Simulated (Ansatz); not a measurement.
Born–Oppenheimer molecular dynamics of CH$_{4}$AlF$_{2}$N (9 atoms, charge 0, multiplicity 1). It starts at the highest image of a converged band. Of that band: Neighbouring images differ by up to 2.5 eV, so the band resolves the path poorly. A vibrational analysis at the climbing image gives one clearly imaginary mode, 1325i cm⁻¹: a first-order saddle point.

All numbers below come from UKS BLYP/6-31G* in Ansatz.

* ensemble: NVE (velocity Verlet)
* time step: 0.5 fs
* steps asked: 200
* starting velocities drawn for: 100 K
* seed: 8167

First frame:

```xyz
9
Properties=species:S:1:pos:R:3
C 0.309 -1.443 0.606
N -0.440 -0.011 0.406
Al 0.032 1.410 -0.758
F -1.169 2.436 -1.294
F 1.391 1.167 -1.690
H -1.028 -0.905 0.105
H 0.863 -1.432 1.556
H 0.992 -1.538 -0.250
H -0.862 0.269 1.301
```

Task: How far do the bonds stretch over the last three quarters of this one trajectory? (Pairs bonded in most of those frames.)

Result: 
```tsv
bond	mean (Å)	spread (Å)	shortest	longest
C1–N2	1.430	0.065	1.31	1.53
C1–H7	1.094	0.015	1.07	1.12
C1–H8	1.095	0.013	1.07	1.12
N2–H6	1.033	0.012	1.01	1.06
N2–H9	1.026	0.005	1.02	1.04
Al3–F4	1.692	0.019	1.65	1.72
Al3–F5	1.690	0.004	1.68	1.70
```

Mean temperature of the second half: 553 K. The conserved energy stayed within 0.069 meV per atom of its start (net change 0.013 meV per atom), so the integration is sound. The system heated up, since it started high on the potential surface and ran downhill. A run of 0.1 ps of so small a system gives no equilibrium averages.

Time of the run: 9 min on 2 threads of Arm Neoverse V2, on a shared host, peak memory 0.2 GiB.
